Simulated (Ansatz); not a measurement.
```yaml
crystal:
  periodic: [false, false, false]
  atoms:
    - {symbol: O, position_ang: [-0.745895, 0.867175, -0.885296]}
    - {symbol: In, position_ang: [1.146270, -0.326839, -1.286162]}
    - {symbol: O, position_ang: [0.747249, -0.865104, 0.885933]}
    - {symbol: In, position_ang: [-1.147177, 0.325859, 1.285587]}
    - {symbol: H, position_ang: [-0.662564, 1.855600, -1.061718]}
    - {symbol: H, position_ang: [2.464716, 0.892953, -1.354551]}
    - {symbol: H, position_ang: [0.720113, -1.801643, -2.221088]}
    - {symbol: H, position_ang: [0.666695, -1.853302, 1.064870]}
    - {symbol: H, position_ang: [-2.464438, -0.895379, 1.350057]}
    - {symbol: H, position_ang: [-0.724980, 1.800669, 2.222359]}
basis:
  gaussian: {orbitals: def2-SVPD, final_grid: {core_spheres: 20, valence_spheres: 16, degree: 47}}
hamiltonian: {xc: {name: rPW86-PBE}}
output: {forces: true}
```

```sh
$ ansatz run in.yaml --threads 4 --pin off --events-out ev --progress --plain --max-ram 10444MiB
```

Output, abridged:

```
Functional definition: rPW86-PBE
1460 factors; their error is unknown
mean field evaluation 1: about -14540.3541 eV, gradient 9.3e1 eV
mean field evaluation 2: about -14353.2183 eV, gradient 2.5e2 eV
mean field evaluation 4: about -14555.6239 eV, gradient 1.8e1 eV
mean field evaluation 8: about -14556.6933 eV, gradient 1.5e-1 eV
mean field evaluation 16: about -14556.6567 eV, gradient 1.4e-4 eV
mean field -14556.65672358 eV, -534.9472677351 hartree, gradient 5.0e-5 eV, S^2 0.000000; 0 other end points of the search recorded, 0 dependent functions left out
reference -14556.65688524 eV, -534.9472736762 hartree; 32, 32 occupied and 126, 126 virtual orbitals, 1460 factors
Total energy: -14556.65688524 eV, -534.9472736762 hartree
Atom 0 at    -0.745895     0.867175    -0.885296 Å, force     0.275624     1.135254    -0.041617 eV/Å
Atom 1 at     1.146270    -0.326839    -1.286162 Å, force    -0.040243     0.012648     0.044193 eV/Å
Atom 2 at     0.747249    -0.865104     0.885933 Å, force    -0.272693    -1.136165     0.045022 eV/Å
Atom 3 at    -1.147177     0.325859     1.285587 Å, force     0.039793    -0.010367    -0.045362 eV/Å
Atom 4 at    -0.662564     1.855600    -1.061718 Å, force    -0.083087    -1.457245     0.295341 eV/Å
Atom 5 at     2.464716     0.892953    -1.354551 Å, force    -0.467739    -0.437489     0.042431 eV/Å
Atom 6 at     0.720113    -1.801643    -2.221088 Å, force     0.135362     0.531944     0.332203 eV/Å
Atom 7 at     0.666695    -1.853302     1.064870 Å, force     0.078917     1.456454    -0.299182 eV/Å
Atom 8 at    -2.464438    -0.895379     1.350057 Å, force     0.467622     0.437455    -0.040545 eV/Å
Atom 9 at    -0.724980     1.800669     2.222359 Å, force    -0.133556    -0.532490    -0.332484 eV/Å
Dipole moment:     0.000651    -0.000495     0.000740 e Å
```

Hardware: 4 threads of an Intel Xeon on a shared host. Wall time 22 s, peak host memory 0.47 GiB.
